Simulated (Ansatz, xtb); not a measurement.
# Two isomers of C6H9O+

Structure X is `CC1=COCC[CH+]1`, a singlet and structure Y is `CC/C(C)=C/C#[O+]`, a singlet. Both are isolated ions in the gas phase, relaxed with r2SCAN-D4/def2-SVP; the shapes shown needn't be the lowest conformers.

X (Å):

```xyz
16

C    -0.8895    1.8665   -0.7582
C    -0.5442    0.5995   -0.0352
C    -1.5934   -0.2383    0.4530
C    -0.1098   -2.0376    0.8351
C     0.9744   -1.0227    1.1090
C     0.7168    0.2435    0.3765
O    -1.4392   -1.4102    0.9362
H    -1.2535    1.6472   -1.7748
H    -0.0103    2.5179   -0.8471
H    -1.6827    2.4246   -0.2368
H    -2.6358    0.1117    0.4979
H    -0.0600   -2.4323   -0.1930
H    -0.1410   -2.8682    1.5486
H     1.0893   -0.7894    2.1882
H     1.9478   -1.4505    0.8126
H     1.5450    0.9499    0.2386
```

Y (Å):

```yaml
atoms:
  - { symbol: C, position_ang: [-1.1941, -0.0266, 0.6746] }
  - { symbol: C, position_ang: [0.3318, 0.0182, 0.9418] }
  - { symbol: C, position_ang: [1.0716, 0.0901, -0.3432] }
  - { symbol: C, position_ang: [1.4130, -1.1714, -1.0359] }
  - { symbol: C, position_ang: [1.3846, 1.3419, -0.8612] }
  - { symbol: C, position_ang: [2.0031, 1.4822, -2.0751] }
  - { symbol: O, position_ang: [2.5179, 1.6201, -3.0795] }
  - { symbol: H, position_ang: [-1.4759, -0.8964, 0.0641] }
  - { symbol: H, position_ang: [-1.5405, 0.8874, 0.1715] }
  - { symbol: H, position_ang: [-1.7105, -0.1064, 1.6416] }
  - { symbol: H, position_ang: [0.6297, -0.8963, 1.4801] }
  - { symbol: H, position_ang: [0.5656, 0.8902, 1.5719] }
  - { symbol: H, position_ang: [0.5385, -1.8435, -1.0469] }
  - { symbol: H, position_ang: [1.7983, -1.0533, -2.0581] }
  - { symbol: H, position_ang: [2.1735, -1.6992, -0.4299] }
  - { symbol: H, position_ang: [1.1612, 2.2818, -0.3385] }
```

Quicker runs give these differences E(Y) − E(X): GFN2-xTB +36.26 kJ/mol; HF/STO-3G +101.51 kJ/mol (at GFN2-xTB geometries); r2SCAN-D4/def2-SVP//GFN2-xTB +2.99 kJ/mol.

Problem. Estimate E(Y) − E(X) at the level CCSD(T)/def2-SVP + ΔMP2/def2-TZVPP.

Solution. Too close to call at this level: CCSD(T)/def2-SVP + ΔMP2/def2-TZVPP gives E(Y) − E(X) = −1.04 kJ/mol.

The same difference at several levels:

```tsv
level	geometry	E(Y) − E(X) (kJ/mol)	departure from the last row (kJ/mol)	job, with rough time for the two
GFN2-xTB	GFN2-xTB	+36.26	+37.30	optimisation, 0.26 s
HF/STO-3G	GFN2-xTB	+101.51	+102.55	single point, 0.38 s
r2SCAN-D4/def2-SVP//GFN2-xTB	GFN2-xTB	+2.99	+4.04	single point, 3.8 s
r2SCAN-D4/def2-SVP	r2SCAN-D4/def2-SVP	+3.25	+4.30	optimisation, 70 s
HF/def2-SVP	r2SCAN-D4/def2-SVP	+4.73	+5.77	part of the CCSD(T) run
MP2/def2-SVP	r2SCAN-D4/def2-SVP	−20.60	−19.56	part of the CCSD(T) run
CCSD(T)/def2-SVP	r2SCAN-D4/def2-SVP	−6.47	−5.42	single point
CCSD(T)/def2-SVP + ΔMP2/def2-TZVPP	r2SCAN-D4/def2-SVP	−1.04		single point, 80 s
```

As drawn, Y has 1 C≡O in place of 2 C–O. Structure X has a 6-membered ring, Y no ring.

The largest departure from CCSD(T)/def2-SVP + ΔMP2/def2-TZVPP is that of HF/STO-3G, 102.55 kJ/mol. The last row adds to CCSD(T) the change of the MP2 difference between the two basis sets, here +5.42 kJ/mol.

With thermal terms from frequencies at re-optimised GFN2-xTB minima (ideal gas, soft modes damped towards free rotors, one conformer each, 298.15 K, 1 atm): the zero-point term adds −5.60 kJ/mol; ΔH is −2.63 and ΔG −12.45 kJ/mol.

The correlated steps freeze 7 core orbitals. Run with Ansatz 0.2.0, xtb 6.7.1; the last row on 4 threads of Arm Neoverse V1 on a shared host.
